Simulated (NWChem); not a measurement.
Molecule: ZnF₂; SMILES [Zn]([F])[F]

```xyz
3

Zn     0.0000     0.0000    -0.2602
F      1.7317     0.0000    -0.2601
F     -1.7317     0.0000    -0.2601
```
Atoms are numbered in this order, from 1.

Results from NWChem. Pople sets run with spherical d functions. The geometry was optimised at PBE0-D3(BJ)/def2-TZVP. GIAO values for the isolated, static molecule; σ is the absolute isotropic shielding.

| level | basis functions | σ Zn1 (ppm) | σ F2 (ppm) | relative time |
|---|---|---|---|---|
| B3LYP/6-31G* | 62 | 1766.5 | 417.3 | 1 |
| B3LYP/def2-SVP | 59 | 1854.1 | 425.6 | 1 |
| B3LYP/def2-TZVP | 110 | 1715.8 | 429.2 | 4 |
| B3LYP/pcSseg-2 | 145 | 1709.9 | 442.2 | 7 |

Times are rough ratios from one shared machine.
